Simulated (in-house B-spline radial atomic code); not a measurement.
Radial electron density of Ni¹²⁺, [Ne] 3s2 3p4. Computed with an all-electron radial atomic-structure program (B-spline basis): scalar-relativistic (X2C) wB97X, spin-polarised, spherical fractional occupations, exact exchange averaged over the configuration, Fermi nucleus of rms radius 3.7757 fm.

One-electron X2C: radii and densities carry no picture-change correction, so inner-shell <1/r> comes out high (for 1s by about 2 % at Z = 33, 5 % at 54, 10 % at 75, 30 % at 118) and <r> low.

Columns: r (bohr), 4πr²n(r) (electrons per bohr), bar.

```
   0.002    0.911 #
 0.00238    1.235 #
 0.00282    1.655 ##
 0.00335     2.22 ###
 0.00398    2.962 ###
 0.00472    3.917 #####
 0.00561    5.162 ######
 0.00666    6.732 ########
  0.0079    8.679 ##########
 0.00938    11.07 #############
  0.0111    13.85 ################
  0.0132    17.15 ####################
  0.0157     20.8 ########################
  0.0186    24.51 ############################
  0.0221    28.15 ################################
  0.0263    31.28 ####################################
  0.0312    33.39 ######################################
   0.037    34.16 #######################################
   0.044    33.44 ######################################
  0.0522    31.48 ####################################
   0.062    28.99 #################################
  0.0736    27.11 ###############################
  0.0874    26.99 ###############################
   0.104    29.24 ##################################
   0.123    33.11 ######################################
   0.146    36.95 ###########################################
   0.174    38.23 ############################################
   0.206    35.18 ########################################
   0.245    28.02 ################################
   0.291    19.52 ######################
   0.345    13.19 ###############
    0.41    10.81 ############
   0.487    11.47 #############
   0.578    12.13 ##############
   0.686    10.57 ############
   0.814     7.07 ########
   0.967     3.47 ####
    1.15    1.172 #
    1.36   0.2829 
    1.62  0.04262 
    1.92 0.003901 
    2.28 0.0002116
```

On this grid the curve has 3 maxima, near 0.037, 0.174, 0.578 bohr.

The 3p up radial function P(r) = rR(r), positive near the nucleus:

| r (bohr) | P |
| --- | --- |
| 0.002 | 0.00149 |
| 0.00282 | 0.002796 |
| 0.00398 | 0.005271 |
| 0.00561 | 0.00991 |
| 0.0079 | 0.01852 |
| 0.0111 | 0.03417 |
| 0.0157 | 0.06287 |
| 0.0221 | 0.1121 |
| 0.0312 | 0.1941 |
| 0.044 | 0.3194 |
| 0.062 | 0.4879 |
| 0.0874 | 0.6695 |
| 0.123 | 0.7749 |
| 0.174 | 0.6513 |
| 0.245 | 0.1689 |
| 0.345 | -0.6012 |
| 0.487 | -1.262 |
| 0.686 | -1.307 |
| 0.967 | -0.7612 |
| 1.36 | -0.2224 |
| 1.92 | -0.02716 |
